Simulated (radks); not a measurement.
Values are calculated unless marked as measured or tabulated.
Ionisation of the xenon ion Xe3+, [Kr] 4d10 5s2 5p3, to [Kr] 4d10 5s2 5p2 as the strength of local exchange is varied. Code: a radial shooting solver on a logarithmic mesh with Libxc functionals. Model: Dirac Kohn-Sham, Slater X-alpha exchange (alpha = 2/3 is LDA exchange), no correlation, spin-unpolarised, spherical densities, point nucleus; open shells fill j = l - 1/2 first.

alpha  E(Xe3+) (hartree)  exchange (hartree)  IE (eV)  -e of the level emptied (eV)  <r> of it (bohr)
0.574        -7412.59493          -150.22339   39.061                33.744 (5p3/2)             2.073
0.651        -7432.77216          -170.80331   40.209                34.858 (5p3/2)             2.048
0.667        -7436.97118          -175.09235   40.450                35.091 (5p3/2)             2.043
0.685        -7441.69769          -179.92273   40.722                35.355 (5p3/2)             2.037
0.711        -7448.52976          -186.90970   41.116                35.738 (5p3/2)             2.029
0.926        -7505.24680          -245.12817   44.448                38.981 (5p3/2)             1.964
0.973        -7517.69793          -257.95988   45.193                39.709 (5p3/2)             1.951

NIST Atomic Spectra Database: 42.2 +/- 0.2 eV (measured). The Delta-SCF value meets it near alpha = 0.78. Spin polarisation and multiplet splitting are left out, so open shells lie too high by an amount that depends on their filling.

Beside tabulated values, note that spin-unpolarised runs miss the spin-polarisation part of the exchange energy of open shells.
